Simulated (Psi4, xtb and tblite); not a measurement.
Two geometries of triphenylamine, SMILES c1ccc(N(c2ccccc2)c2ccccc2)cc1, relaxed at GFN2-xTB with one dihedral held; other torsions can differ between them too.

Structure A

```
34

C     -4.1283    -0.8643    -0.0876
C     -3.6325     0.2322    -0.7737
C     -2.2814     0.5183    -0.7547
C     -1.4013    -0.2907    -0.0360
N     -0.0332    -0.0014    -0.0064
C      0.9073    -1.0370    -0.0171
C      0.6760    -2.2007    -0.7503
C      1.6086    -3.2196    -0.7516
C      2.7866    -3.0949    -0.0336
C      3.0238    -1.9390     0.6923
C      2.0937    -0.9182     0.7071
C      0.3978     1.3309    -0.0053
C     -0.2800     2.2904     0.7465
C      0.1482     3.6035     0.7473
C      1.2603     3.9796     0.0117
C      1.9410     3.0292    -0.7313
C      1.5153     1.7151    -0.7457
C     -1.9068    -1.3902     0.6580
C     -3.2583    -1.6730     0.6254
H     -5.1843    -1.0868    -0.1079
H     -4.3022     0.8660    -1.3364
H     -1.8970     1.3685    -1.2991
H     -0.2365    -2.2969    -1.3205
H      1.4173    -4.1144    -1.3258
H      3.5144    -3.8920    -0.0399
H      3.9372    -1.8344     1.2594
H      2.2769    -0.0218     1.2814
H     -1.1421     1.9966     1.3274
H     -0.3848     4.3368     1.3347
H      1.5942     5.0061     0.0179
H      2.8063     3.3143    -1.3116
H      2.0427     0.9770    -1.3323
H     -1.2325    -2.0164     1.2239
H     -3.6361    -2.5267     1.1688
```

Structure B

```
34

C      3.9893    -0.9274     0.7506
C      3.0933    -1.8827     0.3007
C      1.7703    -1.5520     0.0775
C      1.3238    -0.2522     0.3084
N     -0.0232     0.0874     0.1093
C     -0.9973    -0.8721     0.4247
C     -2.0560    -1.1453    -0.4401
C     -3.0027    -2.0931    -0.1021
C     -2.9054    -2.7885     1.0919
C     -1.8492    -2.5284     1.9499
C     -0.9026    -1.5770     1.6243
C     -0.3725     1.2488    -0.5812
C      0.5305     1.8831    -1.4354
C      0.1810     3.0556    -2.0768
C     -1.0654     3.6245    -1.8773
C     -1.9623     3.0078    -1.0203
C     -1.6207     1.8394    -0.3696
C      2.2278     0.7038     0.7712
C      3.5500     0.3659     0.9836
H      5.0227    -1.1890     0.9207
H      3.4276    -2.8927     0.1144
H      1.0748    -2.2978    -0.2792
H     -2.1273    -0.6152    -1.3787
H     -3.8172    -2.2969    -0.7817
H     -3.6462    -3.5298     1.3507
H     -1.7657    -3.0655     2.8834
H     -0.0809    -1.3708     2.2946
H      1.4993     1.4407    -1.6145
H      0.8905     3.5267    -2.7415
H     -1.3341     4.5405    -2.3811
H     -2.9337     3.4474    -0.8461
H     -2.3182     1.3775     0.3135
H      1.8822     1.7088     0.9644
H      4.2402     1.1151     1.3431
```

Task: Which is lower in energy at the level PBE0-D3(BJ)/def2-SVP // GFN2-xTB run with Psi4, and by how much?

Result: A is lower, by 0.73 kcal/mol (dihedral C4–N5–C12–C13: 40° in A, 20° in B).

E(B) − E(A) in kcal/mol at the other levels, on the same two geometries: GFN2-xTB (xtb and tblite) 0.55; PBE0/def2-SVP // GFN2-xTB (Psi4) 0.75; PBE/def2-SVP // GFN2-xTB (Psi4) 0.74; PBE-D3(BJ)/def2-SVP // GFN2-xTB (Psi4) 0.71.
